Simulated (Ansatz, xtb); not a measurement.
CH5OSSi+: where a starting geometry ends

The starting geometry of this gas-phase singlet was built from a drawn formula by distance geometry and a force field; its bonds are those of `O[C@H]([SiH2+])S`.

```xyz
9

C    -0.7909   -0.2177   -0.6493
O    -1.9128    0.5291   -0.2797
S    -0.1160    0.4770   -2.2144
Si    0.6574   -0.2733    0.5443
H    -2.2110    0.2156    0.6171
H    -1.1098   -1.2072   -0.8461
H     0.2534   -1.1311    1.7169
H     1.0004    1.0444    1.1103
H    -1.3222    0.7440   -2.7111
```

Question: Where would you expect an optimisation with r2SCAN-D4/def2-SVP to take it?

Answer: It rearranges to `[H]/[S+]=C/[SiH2]O`. Distances that change by over a tenth: C1–S3 (1.84 → 1.64 Å). Contacts that open: C1–O2 (1.40 → 2.82 Å). Contacts that close: O2–Si4 (2.82 → 1.63 Å).

The energy falls by 2.96 eV over 27 steps:

| step | E − E(last) (eV) |
| --- | --- |
| 1 | 2.962 |
| 4 | 1.674 |
| 7 | 0.844 |
| 10 | 0.205 |
| 13 | 0.035 |
| 15 | 0.013 |
| 18 | 0.005 |
| 21 | 0.001 |
| 24 | 0.000 |
| 27 | 0.000 |

Final geometry (Å):

```json
{"atom": "C", "x (Å)": "-0.6715", "y (Å)": "-0.1917", "z (Å)": "-1.1757"}
{"atom": "O", "x (Å)": "-1.6653", "y (Å)": "0.6109", "z (Å)": "1.3428"}
{"atom": "S", "x (Å)": "0.2021", "y (Å)": "0.4368", "z (Å)": "-2.4087"}
{"atom": "Si", "x (Å)": "-0.2465", "y (Å)": "0.1258", "z (Å)": "0.6907"}
{"atom": "H", "x (Å)": "-2.1806", "y (Å)": "0.0832", "z (Å)": "1.9673"}
{"atom": "H", "x (Å)": "-1.5515", "y (Å)": "-0.8076", "z (Å)": "-1.4261"}
{"atom": "H", "x (Å)": "0.2589", "y (Å)": "-1.2122", "z (Å)": "1.1039"}
{"atom": "H", "x (Å)": "0.7670", "y (Å)": "1.2012", "z (Å)": "0.6861"}
{"atom": "H", "x (Å)": "-0.4641", "y (Å)": "-0.0656", "z (Å)": "-3.4923"}
```

From the same start GFN2-xTB reaches the same bonding as this run.

The end wasn't checked by frequencies. Run with Ansatz 0.2.0, 2.8 min on 1 thread of Arm Neoverse N1, with other jobs on the host.
